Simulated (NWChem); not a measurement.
System: 1,1,1-trifluoroethane (C2H3F3); SMILES FC(F)(C)F

All runs: NWChem. Coordinates come from a B3LYP/6-31G* (spherical d) optimisation. Level B3LYP/def2-SVP: energy and gradient on several grids; changes count from the extra-fine grid, which is no exact limit either.

Task: Which is the coarsest grid (fine; xfine; coarse; xcoarse; medium) from which on the energy stays within 50 μHa and each gradient component within 100 μHa/bohr of xfine?

Result: medium.
```csv
grid,size of the energy change (μHa),largest change of a gradient component (μHa/bohr),"time, medium = 1 (rough)"
xcoarse,5000,2000,about 1
coarse,10,200,about 1
medium,< 10,< 30,about 1
fine,< 10,< 30,about 1
xfine,< 10,< 30,2
```
